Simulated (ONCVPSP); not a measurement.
**Reading a pseudo-wave (P)**

Columns: radius, all-electron u(r) and pseudo u(r) of the 2p shell (level -124.33 eV) of phosphorus in the configuration [He] 2s2 2p6 3s2 3p3; PBEsol, scalar-relativistic, ONCV scheme, ONCVPSP 4.0.1.

| r (bohr) | all-electron | pseudo |
| --- | --- | --- |
| 0.053 | 0.2057 | 0.0569 |
| 0.105 | 0.5601 | 0.2118 |
| 0.158 | 0.8932 | 0.4435 |
| 0.210 | 1.1363 | 0.7078 |
| 0.262 | 1.2900 | 0.9729 |
| 0.315 | 1.3662 | 1.2118 |
| 0.368 | 1.3793 | 1.3919 |
| 0.420 | 1.3480 | 1.4934 |
| 0.473 | 1.2854 | 1.5101 |
| 0.525 | 1.2051 | 1.4465 |
| 0.578 | 1.1127 | 1.3212 |
| 0.630 | 1.0176 | 1.1668 |
| 0.683 | 0.9207 | 1.0075 |
| 0.735 | 0.8285 | 0.8692 |
| 0.788 | 0.7394 | 0.7533 |
| 0.840 | 0.6579 | 0.6611 |
| 0.893 | 0.5816 | 0.5818 |
| 0.945 | 0.5134 | 0.5133 |
| 0.998 | 0.4507 | 0.4506 |
| 1.050 | 0.3957 | 0.3956 |
| 1.102 | 0.3466 | 0.3466 |
| 1.155 | 0.3023 | 0.3023 |
| 1.208 | 0.2632 | 0.2632 |
| 1.260 | 0.2295 | 0.2294 |
| 1.313 | 0.1992 | 0.1991 |
| 1.365 | 0.1731 | 0.1731 |

Q: How many radial nodes do the two functions have?

A: The all-electron 2p function has n − l − 1 = 0; the pseudo-wave has 0.

Q: At about which radius was the pseudo-wave matched?

A: 1.00 bohr. The columns agree to 0.0005 from 0.89 bohr on; several derivatives are matched, so the curves merge somewhat inside the radius.

Q: Is the pseudo-wave norm-conserving?

A: Yes: the ONCV scheme keeps the norm inside the radius equal to the all-electron one, which fixes the energy derivative of the logarithmic derivative at the level.
